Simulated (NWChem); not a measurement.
System: C2H3NO2Si; SMILES O=C=N[SiH2]C=O

NWChem printed, in part:

```
             Northwest Computational Chemistry Package (NWChem) 7.3.0
             --------------------------------------------------------

                             Geometry "geometry" -> ""
                             -------------------------

 Output coordinates in angstroms (scale by  1.889725989 to convert to a.u.)

  No.       Tag          Charge          X              Y              Z
 ---- ---------------- ---------- -------------- -------------- --------------
    1 O                    8.0000     0.60473300     3.28585000     0.00000000
    2 C                    6.0000     0.21275600     2.18714300     0.00000000
    3 N                    7.0000    -0.18449400     1.05677100     0.00000000
    4 Si                  14.0000    -0.78617500    -0.55450000     0.00000000
    5 C                    6.0000     0.68800400    -1.79875300     0.00000000
    6 O                    8.0000     0.45495500    -2.98115700     0.00000000
    7 H                    1.0000    -1.60083900    -0.79147000     1.22297500
    8 H                    1.0000    -1.60083900    -0.79147000    -1.22297500
    9 H                    1.0000     1.74947500    -1.42166300     0.00000000

 Effective nuclear repulsion energy (a.u.)     245.5502264836

  xc_inp: hfexch multiplicative factor not found.

                                 NWChem DFT Module
                                 -----------------

 Summary of "ao basis" -> "ao basis" (spherical)
 ------------------------------------------------------------------------------
       Tag                 Description            Shells   Functions and Types
 ---------------- ------------------------------  ------  ---------------------
 O                           6-31g*                  6       14   3s2p1d
 C                           6-31g*                  6       14   3s2p1d
 N                           6-31g*                  6       14   3s2p1d
 Si                          6-31g*                  8       18   4s3p1d
 H                           6-31g*                  2        2   2s

            General Information
            -------------------
          SCF calculation type: DFT
          Wavefunction type:  closed shell.
          No. of atoms     :     9
          No. of electrons :    52
           Alpha electrons :    26
            Beta electrons :    26
          Charge           :     0
          Spin multiplicity:     1
          Use of symmetry is: off; symmetry adaption is: off
          Maximum number of iterations: 150
          AO basis - number of functions:    94
                     number of shells:    44
          Convergence on energy requested:  1.00D-06
          Convergence on density requested:  1.00D-05
          Convergence on gradient requested:  5.00D-04

              XC Information
              --------------
                     Hartree-Fock (Exact) Exchange  1.000

      Superposition of Atomic Density Guess
      -------------------------------------

 Sum of atomic energies:        -569.43495614

      Non-variational initial energy
      ------------------------------

 Total energy =    -571.931704
 1-e energy   =   -1271.093982
 2-e energy   =     453.612052
 HOMO         =      -0.263449
 LUMO         =      -0.047438

     ---------------------------------------------
      Total Density - Mulliken Population Analysis
     ---------------------------------------------

    Atom       Charge   Shell Charges
 -----------   ------   -------------------------------------------------------
    1 O    8     8.71   2.00  0.95  3.02  0.93  1.79  0.02
    2 C    6     4.90   2.00  0.68  1.47  0.28  0.37  0.11
    3 N    7     7.76   2.00  0.81  2.61  0.81  1.51  0.02
    4 Si  14    13.32   2.00  2.00  5.97  0.96  1.58  0.26  0.38  0.17
    5 C    6     5.57   2.00  0.71  1.52  0.62  0.65  0.07
    6 O    8     8.77   2.00  0.96  3.07  0.92  1.80  0.02
    7 H    1     1.06   0.47  0.59
    8 H    1     1.06   0.47  0.59
    9 H    1     0.86   0.48  0.38

   convergence    iter        energy       DeltaE   RMS-Dens  Diis-err
 ---------------- ----- ----------------- --------- --------- ---------
 d= 0,ls=0.0,diis     1   -570.4422546653 -8.16D+02  9.37D-03  1.24D+00
 d= 0,ls=0.0,diis     2   -570.5306329042 -8.84D-02  4.24D-03  6.60D-01
 d= 0,ls=0.0,diis     3   -570.5918986929 -6.13D-02  1.10D-03  1.16D-02
 d= 0,ls=0.0,diis     4   -570.5939961982 -2.10D-03  4.63D-04  2.62D-03
 d= 0,ls=0.0,diis     5   -570.5944013780 -4.05D-04  1.94D-04  2.46D-04
  Resetting Diis
 d= 0,ls=0.0,diis     6   -570.5944714825 -7.01D-05  1.16D-04  5.65D-05
 d= 0,ls=0.0,diis     7   -570.5944904812 -1.90D-05  3.28D-05  1.19D-05
 d= 0,ls=0.0,diis     8   -570.5944920775 -1.60D-06  1.22D-05  4.01D-06
 d= 0,ls=0.0,diis     9   -570.5944927495 -6.72D-07  1.99D-05  1.03D-06
 d= 0,ls=0.0,diis    10   -570.5944931235 -3.74D-07  1.95D-06  1.45D-08

         Total DFT energy =     -570.594493123550
      One electron energy =    -1272.885127893347
           Coulomb energy =      511.652386983089
    Exchange-Corr. energy =      -54.911978696845
 Nuclear repulsion energy =      245.550226483553

 Numeric. integr. density =        0.000000000000

                       DFT Final Molecular Orbital Analysis
                       ------------------------------------

 Vector   24  Occ=2.000000D+00  E=-4.728967D-01
              MO Center=  1.4D-01,  1.3D+00, -1.4D-15, r^2= 4.0D+00
   Bfn.  Coefficient  Atom+Function         Bfn.  Coefficient  Atom+Function
  ----- ------------  ---------------      ----- ------------  ---------------
    31      0.408200  3 N  px                35      0.355337  3 N  px
     3     -0.341886  1 O  px                 7     -0.265220  1 O  px
    77      0.194690  6 O  px                81      0.151806  6 O  px
     4      0.126124  1 O  py                32     -0.122734  3 N  py
    36     -0.116264  3 N  py                 8      0.097162  1 O  py

 Vector   25  Occ=2.000000D+00  E=-4.496274D-01
              MO Center= -3.3D-01,  1.1D+00,  6.5D-15, r^2= 4.0D+00
   Bfn.  Coefficient  Atom+Function         Bfn.  Coefficient  Atom+Function
  ----- ------------  ---------------      ----- ------------  ---------------
    33      0.405407  3 N  pz                37      0.366964  3 N  pz
     5     -0.323419  1 O  pz                 9     -0.255652  1 O  pz
    90     -0.206107  7 H  s                 92      0.206107  8 H  s
    51     -0.179772  4 Si pz                89     -0.135018  7 H  s
    91      0.135018  8 H  s                 19      0.094082  2 C  pz

 Vector   26  Occ=2.000000D+00  E=-4.004945D-01
              MO Center=  3.8D-01, -1.7D+00, -2.8D-15, r^2= 3.5D+00
   Bfn.  Coefficient  Atom+Function         Bfn.  Coefficient  Atom+Function
  ----- ------------  ---------------      ----- ------------  ---------------
    77      0.427501  6 O  px                81      0.356715  6 O  px
    49      0.256640  4 Si px                63     -0.244294  5 C  px
    94     -0.241227  9 H  s                 66      0.214597  5 C  s
    93     -0.180971  9 H  s                 67     -0.148802  5 C  px
    48      0.144419  4 Si s                 31     -0.133112  3 N  px

 Vector   27  Occ=0.000000D+00  E= 9.347467D-02
              MO Center=  2.8D-01, -1.5D+00, -2.1D-14, r^2= 3.3D+00
   Bfn.  Coefficient  Atom+Function         Bfn.  Coefficient  Atom+Function
  ----- ------------  ---------------      ----- ------------  ---------------
    55      0.645804  4 Si pz                90     -0.505628  7 H  s
    92      0.505628  8 H  s                 69      0.459271  5 C  pz
    83     -0.436618  6 O  pz                79     -0.331237  6 O  pz
    65      0.308297  5 C  pz                51      0.154708  4 Si pz
    19     -0.105489  2 C  pz                59     -0.101656  4 Si d  1

 Vector   28  Occ=0.000000D+00  E= 1.344850D-01
              MO Center= -1.1D+00, -3.2D-01,  4.8D-15, r^2= 5.0D+00
   Bfn.  Coefficient  Atom+Function         Bfn.  Coefficient  Atom+Function
  ----- ------------  ---------------      ----- ------------  ---------------
    54      1.300121  4 Si py                66      0.635977  5 C  s
    34     -0.447607  3 N  s                 36      0.320496  3 N  py
    22      0.312812  2 C  py                 6     -0.309838  1 O  s
    21      0.275342  2 C  px                50      0.249842  4 Si py
    53     -0.247554  4 Si px                67     -0.210736  5 C  px

 Vector   29  Occ=0.000000D+00  E= 1.485388D-01
              MO Center= -5.0D-01, -9.7D-02, -5.6D-14, r^2= 5.4D+00
   Bfn.  Coefficient  Atom+Function         Bfn.  Coefficient  Atom+Function
  ----- ------------  ---------------      ----- ------------  ---------------
    53      1.367540  4 Si px                66     -0.794308  5 C  s
    90      0.451410  7 H  s                 92      0.451410  8 H  s
    52      0.428906  4 Si s                 34     -0.372508  3 N  s
    22      0.361230  2 C  py                54      0.342224  4 Si py
    68     -0.302953  5 C  py                36      0.291430  3 N  py

     ---------------------------------------------
      Total Density - Mulliken Population Analysis
     ---------------------------------------------

    Atom       Charge   Shell Charges
 -----------   ------   -------------------------------------------------------
    1 O    8     8.49   2.00  0.91  2.83  0.95  1.75  0.04
    2 C    6     5.19   2.00  0.71  1.80  0.16  0.38  0.15
    3 N    7     7.72   2.00  0.73  2.50  0.86  1.61  0.02
    4 Si  14    13.10   2.00  2.00  5.98  0.91  1.73  0.10  0.13  0.26
    5 C    6     5.95   2.00  0.69  1.84  0.60  0.74  0.09
    6 O    8     8.45   2.00  0.92  2.81  0.96  1.73  0.03
    7 H    1     1.12   0.50  0.62
    8 H    1     1.12   0.50  0.62
    9 H    1     0.85   0.53  0.32

     -------------------------------------------
      Total Density - Lowdin Population Analysis
     -------------------------------------------

    Atom       Charge   Shell Charges
 -----------   ------   -------------------------------------------------------
    1 O    8     8.20   1.99  0.84  2.70  0.69  1.91  0.06
    2 C    6     5.69   1.98  0.52  1.58  0.32  0.98  0.31
    3 N    7     7.39   1.99  0.65  2.36  0.53  1.82  0.04
    4 Si  14    13.43   2.00  1.98  5.89  0.62  1.58  0.34  0.68  0.34
    5 C    6     6.05   1.99  0.56  1.68  0.48  1.17  0.18
    6 O    8     8.23   1.99  0.85  2.69  0.71  1.92  0.06
    7 H    1     1.06   0.50  0.56
    8 H    1     1.06   0.50  0.56
    9 H    1     0.89   0.50  0.39

     Multipole analysis of the density
     ---------------------------------

     L   x y z        total         alpha         beta         nuclear
     -   - - -        -----         -----         ----         -------
     0   0 0 0     -0.000000    -26.000000    -26.000000     52.000000

     1   1 0 0     -0.159610     -0.204483     -0.204483      0.249355
     1   0 1 0      0.231985     -1.204622     -1.204622      2.641228
     1   0 0 1     -0.000000     -0.000000     -0.000000      0.000000

     2   2 0 0    -29.473933    -58.965441    -58.965441     88.456949
     2   1 1 0     -1.187976     -9.875180     -9.875180     18.562384
     2   1 0 1      0.000000      0.000000      0.000000      0.000000
     2   0 2 0    -45.461080   -417.303529   -417.303529    789.145979
     2   0 1 1      0.000000      0.000000      0.000000      0.000000
     2   0 0 2    -29.872111    -20.277181    -20.277181     10.682252

                     NWChem Electrostatic Potential Fit Module
                     -----------------------------------------

 Atom parameters

 Number of atoms is                                    9
 Number of basis functions is                         94

 Grid parameters

 Maximum number of grid points is                  41845
 Number of grid points is                          41844
 Grid range                                     0.300000 nm
 Grid spacing                                   0.020000 nm
 Probe radius                                   0.070000 nm
 Atom radius factor                             1.000000

 Atomic radii

    1    0.100000
    6    0.147000
    7    0.140000
    8    0.136000
   14    0.187000
 FASTESP  F
  using M.O. file = ./job.movecs

    Atom              Coordinates                           Charge

                                                  ESP

    1 O     0.060473    0.328585    0.000000   -0.462694
    2 C     0.021276    0.218714    0.000000    0.769158
    3 N    -0.018449    0.105677    0.000000   -0.595058
    4 Si   -0.078618   -0.055450    0.000000    0.600174
    5 C     0.068800   -0.179875    0.000000    0.356694
    6 O     0.045496   -0.298116    0.000000   -0.467210
    7 H    -0.160084   -0.079147    0.122298   -0.105056
    8 H    -0.160084   -0.079147   -0.122298   -0.103971
    9 H     0.174948   -0.142166    0.000000    0.007962
                                            ------------
                                               -0.000000

 Dipole moment                                  0.270784

 Quadrupole moment Qxx                         17.335760
                   Qyy                        -33.710302
                   Qzz                         16.374541

 RMS deviation kJ/mol                           0.048266

 RRMS %                                        18.269373
```

Level: Hartree-Fock/6-31G* (spherical d). Geometry: optimised at PBE0/def2-SVP.

Q: Reconstruct the input file.

A: One answer among several that fit: the input that was run:
```
start job
memory heap 200 mb stack 900 mb global 1100 mb
geometry units angstroms noautosym nocenter noautoz
  O      0.604733     3.285850     0.000000
  C      0.212756     2.187143     0.000000
  N     -0.184494     1.056771     0.000000
  Si    -0.786175    -0.554500     0.000000
  C      0.688004    -1.798753     0.000000
  O      0.454955    -2.981157     0.000000
  H     -1.600839    -0.791470     1.222975
  H     -1.600839    -0.791470    -1.222975
  H      1.749475    -1.421663     0.000000
end
basis spherical
  O library 6-31g*
  C library 6-31g*
  N library 6-31g*
  Si library 6-31g*
  H library 6-31g*
end
dft
  xc hfexch
  iterations 150
  mulliken
end
task dft energy
esp
  recalculate
  probe 0.07
  range 0.3
  factor 1.0
  spacing 0.02
end
task esp
```
